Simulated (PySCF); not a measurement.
Isomers of [C6H16PSi]+.

All values: PBE0/pcSseg-1 (PySCF) at GFN2-xTB geometries, gas phase, one conformer each.

Task: Rank by LUMO energy, highest first.
A. `[CH3:1][CH2:2][PH+:3]1[CH2:4][CH2:5][SiH2:6][CH2:7][CH2:8]1` (charge +1) with C1–C2–P3–C4 172°, C2–P3–C4–C5 -176°, P3–C4–C5–Si6 -59°, C4–C5–Si6–C7 56°, C5–Si6–C7–C8 -56°
B. `[CH3:1][CH2:2][CH2:3][Si@@H:4]([PH3+:5])[CH:6]1[CH2:7][CH2:8]1` (charge +1) with C1–C2–C3–Si4 59°, C2–C3–Si4–P5 168°, C3–Si4–C6–C7 -65°
C. `[CH3:1][C@@H:2]1[CH2:3][CH2:4][P@+:5]1([CH3:6])[CH2:7][SiH3:8]` (charge +1) with C4–P5–C7–Si8 -171°, C1–C2–C3–C4 -100°, C2–C3–C4–P5 -16°, C3–C4–P5–C6 -96°, C1–C2–P5–C4 102°

Result: A (-3.62 eV), C (-4.04 eV), B (-5.24 eV).

Task: Rank by HOMO energy, highest first.
A. `[CH3:1][C@@H:2]1[CH2:3][CH2:4][P@+:5]1([CH3:6])[CH2:7][SiH3:8]` (charge +1) with C4–P5–C7–Si8 -171°, C1–C2–C3–C4 -100°, C2–C3–C4–P5 -16°, C3–C4–P5–C6 -96°, C1–C2–P5–C4 102°
B. `[CH2:1]=[CH:2][P@H+:3]([CH2:4][SiH3:5])[CH2:6][CH2:7][CH3:8]` (charge +1) with C1–C2–P3–C4 -111°, C2–P3–C4–Si5 176°, C2–P3–C6–C7 -47°, P3–C6–C7–C8 -58°
C. `[CH3:1][CH2:2][PH+:3]1[CH2:4][CH2:5][SiH2:6][CH2:7][CH2:8]1` (charge +1) with C1–C2–P3–C4 172°, C2–P3–C4–C5 -176°, P3–C4–C5–Si6 -59°, C4–C5–Si6–C7 56°, C5–Si6–C7–C8 -56°

Result: C (-12.24 eV), B (-12.70 eV), A (-13.04 eV).

All values together:

```csv
SMILES,HOMO (eV),LUMO (eV),lowest IAO charge (e),highest IAO charge (e),lowest Hirshfeld charge (e),highest Hirshfeld charge (e)
C[C@@H]1CC[P@+]1(C)C[SiH3],-13.04,-4.04,-0.758 (C),+1.166 (P),-0.175 (C),+0.468 (P)
C=C[P@H+](C[SiH3])CCC,-12.70,-5.23,-0.756 (C),+1.075 (P),-0.176 (C),+0.456 (P)
CC[PH+]1CC[SiH2]CC1,-12.24,-3.62,-0.547 (C),+1.050 (P),-0.149 (C),+0.467 (P)
CCC[Si@@H]([PH3+])C1CC1,-12.25,-5.24,-0.529 (C),+0.826 (Si),-0.143 (C),+0.432 (Si)
```

Conformers: `[CH3:1][C@@H:2]1[CH2:3][CH2:4][P@+:5]1([CH3:6])[CH2:7][SiH3:8]` (charge +1) with C4–P5–C7–Si8 -171°, C1–C2–C3–C4 -100°, C2–C3–C4–P5 -16°, C3–C4–P5–C6 -96°, C1–C2–P5–C4 102°; `[CH2:1]=[CH:2][P@H+:3]([CH2:4][SiH3:5])[CH2:6][CH2:7][CH3:8]` (charge +1) with C1–C2–P3–C4 -111°, C2–P3–C4–Si5 176°, C2–P3–C6–C7 -47°, P3–C6–C7–C8 -58°; `[CH3:1][CH2:2][PH+:3]1[CH2:4][CH2:5][SiH2:6][CH2:7][CH2:8]1` (charge +1) with C1–C2–P3–C4 172°, C2–P3–C4–C5 -176°, P3–C4–C5–Si6 -59°, C4–C5–Si6–C7 56°, C5–Si6–C7–C8 -56°; `[CH3:1][CH2:2][CH2:3][Si@@H:4]([PH3+:5])[CH:6]1[CH2:7][CH2:8]1` (charge +1) with C1–C2–C3–Si4 59°, C2–C3–Si4–P5 168°, C3–Si4–C6–C7 -65°.
